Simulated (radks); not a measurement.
Results of a calculation; reference values are marked as such.
Q: These are the eigenvalues of the occupied orbitals of an atom or ion with whole-number occupations (hartree). Level of theory: Dirac Kohn-Sham, LDA (Slater exchange, Perdew-Wang correlation), spin-unpolarised, spherical densities, finite nucleus; Fermi nuclear charge, rms radius of each element as measured or else 0.836 A^(1/3) + 0.57 fm (a radial shooting solver on a logarithmic mesh with Libxc functionals).

orbital  eigenvalue
1s1/2     -2470.009
2s1/2     -424.6306
2p1/2     -406.0698
2p3/2     -359.4447
3s1/2     -97.68475
3p1/2     -89.39502
3p3/2     -79.36055
3d3/2     -65.27651
3d5/2     -63.08875
4s1/2     -20.33708
4p1/2     -16.91685
4p3/2     -14.59766
4d3/2      -8.95787
4d5/2      -8.53173
5s1/2      -3.24477
5p1/2      -2.25045
5p3/2      -1.92587
4f5/2      -1.51629
4f7/2      -1.44330
5d3/2      -0.69186

Which element is it, and in what charge state? The configuration may be excited. Open shells, if any, fill j = l - 1/2 first.

A: Z = 73, tantalum, charge +2: Ta2+ in [Xe] 4f14 5d3. The list shows which subshells hold electrons but not how many an open one holds; the 1s level, -2470 hartree, gives Z - s = 70.3 by -(Z - s)^2/2, which with screening and relativity narrows Z to a few neighbours, and the depths of the outer levels then fix element, charge and occupations together.
